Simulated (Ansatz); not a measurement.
The pair A = C2H2 (SMILES C#C) (first 4 atoms), B = CH5N (SMILES CN); geometry from B3LYP-D3(BJ)/def2-TZVP.
(charge 0, multiplicity 1):
| atom | x (Å) | y (Å) | z (Å) |
|---|---|---|---|
| C | 0.2561 | -0.6522 | 0.0355 |
| C | -0.0976 | 0.4239 | 0.4223 |
| H | 0.5681 | -1.6084 | -0.3081 |
| H | -0.4164 | 1.3766 | 0.7690 |
| C | -0.5878 | 0.4540 | 4.0345 |
| N | 0.5941 | -0.3644 | 3.7790 |
| H | -0.7301 | 0.5631 | 5.1111 |
| H | -1.4686 | -0.0551 | 3.6401 |
| H | -0.5616 | 1.4639 | 3.5983 |
| H | 1.4288 | 0.0894 | 4.1297 |
| H | 0.7205 | -0.4967 | 2.7827 |

Frozen-core correlation.

The values were computed with Ansatz (Gaussian basis) for Hartree–Fock, density functionals and correlated methods. Values without a source in brackets are computed.

Total energies (hartree), monomers frozen at their geometry in the pair:

| structure | PBE/def2-TZVPPD | B3LYP/def2-TZVPPD | CCSD(T)/aug-cc-pVDZ |
|---|---|---|---|
| AB | -173.0225999 | -173.2718169 | -172.7358510 |
| A in the pair's basis | -77.2522839 | -77.3658211 | -77.1199627 |
| B in the pair's basis | -95.7687796 | -95.9057148 | -95.6139238 |
| A | -77.2522022 | -77.3657558 | -77.1189341 |
| B | -95.7687260 | -95.9056665 | -95.6133673 |

Question: Work out the interaction energy without and with the counterpoise correction, and the superposition error, for each level.

Answer: 
E(AB) − E(A) − E(B), times 627.509 kcal/mol, with the monomers in their own basis and then in the pair's basis:
- PBE/def2-TZVPPD: -1.05 uncorrected, -0.96 corrected; the monomers gain 0.08 kcal/mol from borrowed functions
- B3LYP/def2-TZVPPD: -0.25 uncorrected, -0.18 corrected; the monomers gain 0.07 kcal/mol from borrowed functions
- CCSD(T)/aug-cc-pVDZ: -2.23 uncorrected, -1.23 corrected; the monomers gain 0.99 kcal/mol from borrowed functions

Ansatz is an electronic-structure program.
